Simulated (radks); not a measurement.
Results of a calculation; reference values are marked as such.
Effect of the nuclear size on the iridium ion Ir+, [Xe] 4f14 5d7 6s1. Level of theory: Dirac Kohn-Sham, PBE, spin-unpolarised, spherical densities, finite nucleus; open shells are shared between the two j in proportion to 2j + 1; Fermi nuclear charge, rms radius 5.4032 fm (a radial shooting solver on a logarithmic mesh with Libxc functionals). The rms radius is varied about that value; shifts are against it.

rms radius (fm),total energy shift (eV),density at nucleus (e/bohr^3),1s1/2 shift (meV),2s1/2 shift (meV),4p1/2 shift (meV),5s1/2 shift (meV),5p1/2 shift (meV),6s1/2 shift (meV),6p1/2 (empty) shift (meV)
4.8088,-16.5,1.903e+06,-6650,-964,-0.676,-10.1,0.144,-1.03,0.090
5.079,-9.16,1.864e+06,-3690,-535,-0.376,-5.58,0.080,-0.570,0.050
5.4032,0,1.821e+06,0.000,0.000,0.000,0.000,0.000,0.000,0.000
5.9219,15.4,1.759e+06,6190,898,0.637,9.36,-0.133,0.957,-0.084
6.4946,33.4,1.698e+06,13400,1950,1.39,20.3,-0.287,2.08,-0.182

Slopes of the eigenvalues against <r^2> in GHz/fm^2, as finite differences over the two radii next to the reference (eigenvalue slopes, not the field-shift constants of lines): 1s1/2 258000, 2s1/2 37400, 4p1/2 26.4, 5s1/2 389, 5p1/2 -5.55, 6s1/2 39.8, 6p1/2 (empty) -3.49.
